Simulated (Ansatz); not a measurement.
`[F][Zr]([F])([F])[I]` + H–F → `[F][Zr]([F])([F])[F]` + HI  (ligand exchange at a Zr–I bond)

Gas-phase electronic energies from Ansatz, PBE0-D4/def2-TZVP geometries. CBS: MP2 limit from def2 TZ/QZ plus the TZ coupled-cluster correction, frozen cores. This one scheme is used for every species. DFT in def2-TZVPP. def2 core potentials past Kr. For I, Zr outer-core shells are correlated without core-valence functions, which leaves a few kJ/mol of doubt a bond.

`[F][Zr]([F])([F])[I]`:

```xyz
5

F    -0.007   -0.292    1.921
Zr   -0.140    0.009    0.066
F    -1.289   -1.285   -0.682
F    -0.877    1.719   -0.224
I     2.313   -0.152   -1.081
```

H–F:

Cartesian coordinates in Å:
```
F -0.271 0.034 0.370
H 0.271 -0.034 -0.370
```

`[F][Zr]([F])([F])[F]`:

Cartesian coordinates in Å:
```
F -0.871 1.078 1.290
Zr 0.000 0.000 0.000
F 0.866 1.108 -1.267
F 1.281 -1.100 0.857
F -1.277 -1.087 -0.880
```

HI:

```xyz
2

I    -0.557   -0.438    0.382
H     0.557    0.438   -0.382
```

| species | PBE energy (Eh) |
| --- | --- |
| `[F][Zr]([F])([F])[I]` | -644.49246 |
| H–F | -100.39340 |
| `[F][Zr]([F])([F])[F]` | -446.60867 |
| HI | -298.29145 |

Q: Work out ΔE.

A: ΔE = (-446.60867) + (-298.29145) − (-644.49246) − (-100.39340) = -0.01426 Eh = -0.39 eV. CCSD(T)/CBS gives -0.25 eV.

Largest T1 diagnostic among the species: 0.018.

Leaving LDA and LC-ωPBE aside and taking each functional with its dispersion term where it has one, the values, not all of them listed here, spread over 0.24 eV, from CAM-B3LYP-D4 to PBE-QIDH. LDA lies +0.04 eV from PBE without D4. From PBE to PBE0 (25 % exact exchange), in def2-TZVPP and without D4, ΔE moves by +0.08 eV. In def2-TZVPP, CCSD(T) changes the Hartree–Fock value by +0.06 eV (the triples alone add +0.03 eV) and MP2 by +0.16 eV.
